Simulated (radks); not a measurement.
Br III, configuration [Ar] 3d10 4s2 4p3 (the NIST ground configuration).

Method: non-relativistic Kohn-Sham, exchange-only PBE, spin-polarised, spherical densities, point nucleus; open shells are filled with parallel spins first; computed with a radial shooting solver on a logarithmic mesh with Libxc functionals.

Energy parts (eV):
total: -69959.312
kinetic: 69959.312
electron-nucleus: -166591.340
Hartree: 29084.714
exchange: -2411.998

Orbitals (lengths in bohr, moments of r in powers of bohr):
| orbital | occ. | eigenvalue (eV) | <r^2> | <r> | <r^4> |
|---|---|---|---|---|---|
| 1s up | 1 | -13112.01 | 0.002556 | 0.04369 | 0.00001659 |
| 1s down | 1 | -13111.79 | 0.002556 | 0.04369 | 0.00001659 |
| 2s up | 1 | -1704.356 | 0.04417 | 0.1937 | 0.003355 |
| 2s down | 1 | -1704.243 | 0.04417 | 0.1937 | 0.003354 |
| 2p up | 3 | -1538.748 | 0.03413 | 0.1671 | 0.002323 |
| 2p down | 3 | -1538.541 | 0.03413 | 0.1671 | 0.002323 |
| 3s up | 1 | -252.0427 | 0.3641 | 0.5627 | 0.2107 |
| 3s down | 1 | -251.7286 | 0.3635 | 0.5624 | 0.2094 |
| 3p up | 3 | -194.1340 | 0.3793 | 0.5691 | 0.2440 |
| 3p down | 3 | -193.7731 | 0.3781 | 0.5684 | 0.2413 |
| 3d up | 5 | -90.9140 | 0.4298 | 0.5888 | 0.4016 |
| 3d down | 5 | -90.4403 | 0.4231 | 0.5852 | 0.3831 |
| 4s up | 1 | -41.2950 | 2.977 | 1.620 | 13.62 |
| 4s down | 1 | -37.4907 | 2.998 | 1.621 | 14.14 |
| 4p up | 3 | -28.5707 | 3.967 | 1.862 | 25.16 |
| 4p down | 0 | -24.8081 | 4.178 | 1.902 | 28.84 |

The highest occupied level is 4p up at -28.571 eV. The electron density at the nucleus is 2.96e+04 e/bohr^3. The spin density at the nucleus is -0.9669 e/bohr^3 (1s -0.2785, 2s 0.0830, 3s 0.0086, 4s -0.7800), a Fermi contact field of -50.7 T. Virial ratio -V/T = 2.00000.
